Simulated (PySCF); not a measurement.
Does the structure fit the spectrum?

A compound C$_{6}$H$_{9}$Cl gives the data below (simulated from a calculation) and was assigned the structure `C=C[C@@H](C)C(=C)Cl`.

¹³C{¹H} NMR (computed): δ 154.4 (C), 139.8 (C), 137.4 (CH), 114.8 (CH2), 16.4 (CH3), 15.9 (CH3).

¹H NMR (500 MHz, computed): δ 6.70 (q, 1H), 5.49 (m, 1H), 5.37 (m, 1H), 1.94 (d, 3H), 1.87 (s, 3H).

Method: shieldings: GIAO PBE0/pcSseg-1, coordinates at the GFN2-xTB level, in PySCF 2.14.0 with density-fitted response routines (a single conformation, non-relativistic Hamiltonian, no solvent model, fast rotation and ring inversion assumed for equivalent nuclei).

δ = σ(ref) − σ, references computed at the same level: ¹H and ¹³C against TMS.

(1) Compare with the shifts computed for the proposed structure, pairing carbons in order of shift.

(2) Which isomer fits?

## Answers

(1) Structure with atom numbers: `[CH2:1]=[CH:2][C@@H:3]([CH3:4])[C:5](=[CH2:6])[Cl:7]`. Hydrogens are named by the atom that carries them.

```
atom  computed for proposal  given list  difference
  C5                  160.9       154.4        +6.5
  C2                  150.2       139.8       +10.4
  C1                  120.4       137.4       -17.0
  C6                  116.6       114.8        +1.8
  C3                   54.6        16.4       +38.2
  C4                   22.6        15.9        +6.7
```

The rms difference is 18.0 ppm and the largest +38.2 ppm at C3 (allylic sp3 CH). The carbon types in order of shift don't match either: C, CH, CH2, CH2, CH, CH3 for the proposal against C, C, CH, CH2, CH3, CH3 in the data. The proposal doesn't fit.

(2) SMILES C=C(Cl)/C(C)=C/C.

- Carbon types of the structure: 2 × C, 1 × CH, 1 × CH2, 2 × CH3, which accounts for all hydrogens.
- δC 154.4, 139.8: fully substituted alkene carbon; an sp2 carbon of a C=C bond.
- δC 137.4: alkene CH; as expected for a trigonal carbon in a double bond.
- δC 114.8: terminal =CH2 carbon; the olefinic region.
- δH 5.49, 5.37: hydrogen on a terminal =CH2 carbon; attached to an sp2 carbon and in the plane of the double bond.

The data come from this structure; uniqueness wasn't tested.

Carbons that carry Cl, above all several Cl atoms, come out too deshielded, partly because spin–orbit coupling is missing. Shifts are as computed. Against solution values, carbons near 30 ppm lie about +3 ppm off and those near 130 ppm about +5 ppm; carbons on Cl a further +6 ppm (rms about the fit 2.1 ppm; single classes can miss by 10 ppm). Of 1328 compounds with measured shifts, 309 miss one by over three times the rms of a fit or turn the order of signals round; such compounds aren't used in these exercises. Signals without a measured value on file couldn't be tested in this way; 1H shifts scatter by 0.2 ppm about their fit, and single ones miss by 0.5 ppm. Multiplicities follow the n + 1 count of equivalent neighbours, as no J values were calculated; m marks all less simple cases, F and P coupling included.
